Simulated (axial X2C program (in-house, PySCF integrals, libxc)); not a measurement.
# Levels of PdSi⁺ by electron attachment to PdSi²⁺ (EOM-EA-CCSD)

Calculated with an axial X2C code built on PySCF integrals: two-component X2C with atomic mean-field Coulomb and Gaunt terms, Gaussian nuclei, basis Pd dyall-acv3z, Si dyall-av3z with contracted cores.

R = 2.104 Å (near the PBE0 minimum at charge 1 of the determinant lowest at the starting distance; the state shown can have its own minimum elsewhere).

Levels of PdSi⁺ obtained by attaching an electron to PdSi²⁺:

| Ω | binding energy (eV) | above lowest (cm⁻¹) | attached spinor | one-particle weight |
| --- | --- | --- | --- | --- |
| 1/2 | 13.856 | 0 | 55% Si pσ, 26% Pd sσ, 14% Pd dσ | 0.95 |
| 1/2 | 13.087 | 6203 | 72% Si pπ, 11% Pd dπ, 11% Pd pπ | 0.95 |
| 3/2 | 13.039 | 6592 | 72% Si pπ, 12% Pd dπ, 11% Pd pπ | 0.95 |
| 1/2 | 9.929 | 31671 | 35% Pd pσ, 31% Pd sσ, 14% Si pσ | 0.90 |

Q: Take the first Ω = 1/2 and Ω = 3/2 rows of π character: how far apart are they, and which lies lower?

A: E(3/2) − E(1/2) = 6592 − 6203 = 389 cm⁻¹ at EOM-EA-CCSD: regular, Ω = 1/2 lower. Splittings at this level can be off by ten to twenty per cent.

This point took 19 s on 1 thread of Intel(R) Xeon(R) 6975P-C (Granite Rapids), on a shared host.

Reference electrons by ω block (each with its −ω partner): 1/2: 19, 3/2: 8, 5/2: 2. 12 electrons of PdSi²⁺ correlated (inner shells frozen), 92 natural virtual spinors (a truncated set); levels can be off by some tenths of an eV. Roots sought by Ω: (1/2: 5, 3/2: 4, 5/2: 2, 7/2: 1); rows need 60 % one-particle weight and stop where some Ω has no more roots. Missing are any skipped roots, higher Ω and states of a further excitation; these come out far too high here and may in truth be low or lowest. T1 of the reference 0.030 (Lee–Taylor). The reference was not checked to be the lowest state of its species. Number of frozen shells: Pd 4 s, 3 p, 1 d; Si 2 s, 1 p. Large amplitudes in the reference (orbital relaxation or multireference character) lower the reliability.
